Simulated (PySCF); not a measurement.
An equivalent PySCF input for Si⁺ (silicon, charge +1), [Ne] 3s2 3p1, 2P determinant, with no relativity, point nucleus:

```python
from pyscf import gto, scf, dft, mp, cc
import basis_set_exchange as bse
mol = gto.M(atom="Si 0 0 0", charge=1, spin=1, symmetry="D2h",
            basis=gto.basis.parse(bse.get_basis("dyall-av3z", elements=["Si"], fmt="nwchem")))
mf = scf.UHF(mol)
mf.irrep_nelec = {'Ag': (3, 3), 'B1u': (1, 1), 'B2u': (2, 1), 'B3u': (1, 1)}
mf.kernel()
```

It reaches the same state as the run whose output follows, and the same energy. The run itself started from symmetry-adapted Hartree-Fock orbitals and held the occupation by maximum overlap, so the iterations belong to that start.

```
SCF conv_tol = 1e-09
number electrons alpha = 7  beta = 6
cycle= 1 E= -288.577009481764  delta_E= -0.00396  |g|= 0.0233  |ddm|= 0.0518
cycle= 2 E= -288.577709812772  delta_E= -0.0007  |g|= 0.0101  |ddm|= 0.0217
cycle= 3 E= -288.577872885389  delta_E= -0.000163  |g|= 0.000572  |ddm|= 0.0166
cycle= 4 E= -288.577873410593  delta_E= -5.25e-07  |g|= 0.000108  |ddm|= 0.00138
cycle= 5 E= -288.577873425931  delta_E= -1.53e-08  |g|= 3.46e-05  |ddm|= 0.000266
cycle= 6 E= -288.577873427688  delta_E= -1.76e-09  |g|= 5.38e-06  |ddm|= 0.000113
cycle= 7 E= -288.577873427731  delta_E= -4.26e-11  |g|= 5.44e-07  |ddm|= 1.92e-05
converged SCF energy = -288.577873427731  <S^2> = 0.76579753  2S+1 = 2.0157356
```
